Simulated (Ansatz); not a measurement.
`O/C=N/[SiH2]Cl`, relaxed with RKS PBE0-D4/def2-TZVP in the Gaussian-basis code of Ansatz from a PBE-D4/def2-SVP geometry. The force threshold is 0.005 eV/Å; the program also tests the step.

The species carries charge 0 and has multiplicity 1.

Start:

```xyz
9

O     1.820   -1.398   -0.959
C     0.864   -0.854   -0.191
N     0.192    0.172   -0.537
Si   -1.064    0.974    0.345
Cl   -1.446    0.055    2.196
H     1.856   -0.848   -1.773
H     0.759   -1.425    0.759
H    -0.651    2.389    0.615
H    -2.330    0.935   -0.454
```

How much energy does the relaxation release, and in how many steps? (An estimate is asked.)

The calculation gave: 0.05 eV, in 8 steps.

Which bonds change most? (Best estimate.)

The calculation gave: Si4–Cl5 from 2.101 to 2.069 Å; N3–Si4 from 1.732 to 1.707 Å; C2–H7 from 1.113 to 1.094 Å; Si4–H8 from 1.498 to 1.478 Å.

Give the relaxed structure. (Estimate.)

Computed: 
```xyz
9

O     1.800   -1.380   -0.951
C     0.850   -0.842   -0.189
N     0.187    0.171   -0.527
Si   -1.051    0.962    0.342
Cl   -1.435    0.068    2.167
H     1.852   -0.848   -1.759
H     0.745   -1.404    0.743
H    -0.642    2.356    0.616
H    -2.305    0.916   -0.440
```
